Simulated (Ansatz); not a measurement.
Geometry optimisation, UKS PBE-D4/def2-SVP in Ansatz.

The input (input.yaml):

```yaml
crystal:
  periodic: [false, false, false]
  atoms:
    - { symbol: Zr, position_ang: [0.0, 0.0, 0.0] }
    - { symbol: Cl, position_ang: [0.0, 0.0, 2.77] }
    - { symbol: F, position_ang: [1.8671, 0.0, -0.6593] }
    - { symbol: F, position_ang: [-0.9326, 1.6157, -0.6593] }
    - { symbol: F, position_ang: [-0.9326, -1.6157, -0.6593] }
    - { symbol: Cl, position_ang: [0.0, 0.0, 5.11] }
magnetization:
  spin_polarized: true
  initial_magnetization: 1
basis:
  gaussian: { orbitals: def2-SVP }
hamiltonian:
  xc: pbe
  dispersion: d4
relax:
  f_tol: 0.15
  max_steps: 25
  restrain:
    - { distance: [1, 5], at: 2.04, k: 30.0 }
    - { distance: [0, 1], at: 3.72, k: 30.0 }
output:
  orbitals: {}
```

Run as:

```bash
$ ansatz run input.yaml --threads 4 --pin off --max-ram 5120MiB --backend cpu --events-out ev --progress --plain --runs-dir out
```

Task: Where does it end, and by what steps?

Result: The forces met the threshold. The restraints hold the end off the free minimum. After 5 steps the energy has risen by 1.272 eV (the restraints' own energy left out); Cl2 moved furthest, 0.49 Å.

| step | energy less start (eV) | largest force component (eV/Å) | accepted |
| --- | --- | --- | --- |
| 0 | 0.0000 | 3.295 | yes |
| 1 | 0.6788 | 2.880 | yes |
| 2 | 1.2141 | 2.527 | yes |
| 3 | 1.2483 | 2.045 | yes |
| 4 | 1.2719 | 1.520 | yes |
| 5 | 1.2724 | 1.752 | yes |

```xyz
6
Properties=species:S:1:pos:R:3
Zr 0.000 0.000 -0.439
Cl -0.001 0.000 3.260
F 1.875 0.000 -0.752
F -0.937 1.623 -0.753
F -0.937 -1.623 -0.753
Cl 0.001 0.000 5.338
```

The run took 23 s on 4 threads of Arm Neoverse V2, with other jobs on the host, peak memory 0.27 GiB.
